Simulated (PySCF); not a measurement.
Ligand exchange on a metal centre used in film growth or etching (Zr F-Br). Gas-phase values, no solvent.

The LUMO from two functionals at the same geometries (r2SCAN-D4/def2-SVP), both in PySCF: PBE-D3(BJ)/def2-TZVP and TPSSh-D3(BJ)/def2-TZVP. 

| species | TPSSh-D3(BJ)/def2-TZVP (eV) |
|---|---|
| 1 of 4 F replaced by Br ([Zr(F)3(Br)]) | -2.35 |
| 2 of 4 F replaced by Br ([Zr(F)2(Br)2]) | -2.85 |
| 3 of 4 F replaced by Br ([Zr(F)(Br)3]) | -3.10 |

What does PBE-D3(BJ)/def2-TZVP give for each?


- 1 of 4 F replaced by Br ([Zr(F)3(Br)]): -2.77
- 2 of 4 F replaced by Br ([Zr(F)2(Br)2]): -3.21
- 3 of 4 F replaced by Br ([Zr(F)(Br)3]): -3.44
Over these rows, drawn at random from the members with no instability flagged (it was tested for open shells, ions and some series alone), PBE minus TPSSh-D3(BJ): mean -0.37 eV, from -0.42 eV to -0.34 eV.
